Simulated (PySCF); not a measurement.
# Spinor energies of Au⁵⁹⁺ (gold, charge +59)

Start: [Ar] 3d2; 3d3/2 filled at m_j = +1/2, +3/2. Calculated with PySCF 2.14 in an uncontracted even-tempered set (15 s from 18 bohr⁻², ratio 2.8; 12 p from 24 bohr⁻², ratio 2.8; 8 d from 24 bohr⁻², ratio 2.8; 3 f from 74 bohr⁻², ratio 3): generalised Hartree-Fock with the X2C-1e Hamiltonian and a Gaussian nucleus; one run each with spin-orbit coupling (SO) switched off, then screened by Boettger's factors.

```tsv
spinor shell	electrons	ε, spin-free (eV)	ε, screened SO (eV)	weight of nominal j (screened SO)	rms radius, screened SO (bohr)
1s1/2	2	-85505.2	-85470.8	1.000	0.0190
2s1/2	2	-18677.2	-18664.5	1.000	0.0762
2p1/2	2	-16742.9	-18087.3	1.000	0.0645
2p3/2	4	-16742.9	-16208.4	1.000	0.0722
3s1/2	2	-7164.5	-7160.4	1.000	0.188
3p1/2	2	-6582.2	-6932.4	1.000	0.178
3p3/2	4	-6582.2	-6439.7	1.000	0.192
3d3/2	2	-6105.2	-6161.8	0.999	0.163
```

```csv
quantity,spin-free,screened SO
E (hartree),-15434.64343,-15467.55536
M_J,2,2
⟨J²⟩,8.000,6.006
⟨L²⟩,12.000,10.105
⟨S²⟩,2.000,1.549
```

Each row is a mean over spinors that exchange with the open shell spreads, by up to 36.732 eV (3p1/2).

Breit and QED terms are absent; they matter most for the inner s and p1/2 levels.

Densities and radii are taken from the X2C orbitals without a picture-change correction, which distorts them close to the nucleus.

Without spin-orbit coupling the j labels of p, d and f shells carry no meaning; the spin-free column gives the mean over the occupied spinors of each nl shell, and its ⟨J²⟩ belongs to a mixture of degenerate components.
